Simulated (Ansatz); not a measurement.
RuO₂. Total charge 0; singlet. Geometry B3LYP-D4/def2-TZVP.

```xyz
3

Ru    0.962    0.156    0.670
O    -0.773   -0.536    0.059
O    -0.190    0.380   -0.729
```

In the def2 sets Ru takes a core potential; there is no spin–orbit coupling. HSE06 is defined as in plane-wave codes, on full-range PBE exchange. The structure holds 1 bond(s) between oxygen atoms. The restricted singlet is unstable towards broken spin symmetry in Hartree–Fock (as tested in another run); at PBE-D4/def2-TZVP, r2SCAN-D4/def2-TZVP, PBE0-D4/def2-TZVP, HSE06-D4/def2-TZVP and others this wasn't settled. At PBE-D4/def2-TZVP an occupied level of the charge 0 singlet lies above an empty one (by up to 0.13 eV), so this SCF solution is probably not the lowest. No other spin state of charge 0 was run. Another isomer (singlet) lies 4.01 eV lower at PBE0-D4/def2-TZVP; other spin states weren't run for this one.

Problem. Estimate the orbital energies around the gap (eV) in Ansatz with PBE-D4/def2-TZVP, r2SCAN-D4/def2-TZVP, PBE0-D4/def2-TZVP, HSE06-D4/def2-TZVP, ωB97X-V/def2-TZVP.

Solution. 
```csv
orbital,PBE-D4/def2-TZVP,r2SCAN-D4/def2-TZVP,PBE0-D4/def2-TZVP,HSE06-D4/def2-TZVP,ωB97X-V/def2-TZVP
HOMO−5,-11.63,-11.93,-13.06,-12.65,-15.44
HOMO−4,-8.44,-8.56,-9.40,-9.00,-11.49
HOMO−3,-6.62,-6.69,-7.49,-7.09,-9.64
HOMO−2,-5.33,-5.69,-7.08,-6.67,-9.63
HOMO−1,-4.58,-4.83,-6.16,-5.75,-8.64
HOMO,-4.54,-4.78,-5.87,-5.46,-8.31
LUMO,-4.67,-4.62,-3.52,-3.92,-0.99
LUMO+1,-3.31,-3.09,-2.37,-2.74,-0.50
LUMO+2,-3.05,-2.79,-2.05,-2.43,0.15
LUMO+3,-0.32,0.07,0.25,-0.07,1.69
LUMO+4,-0.30,0.18,0.58,0.25,2.22
LUMO+5,0.96,1.60,1.62,1.32,3.02
```
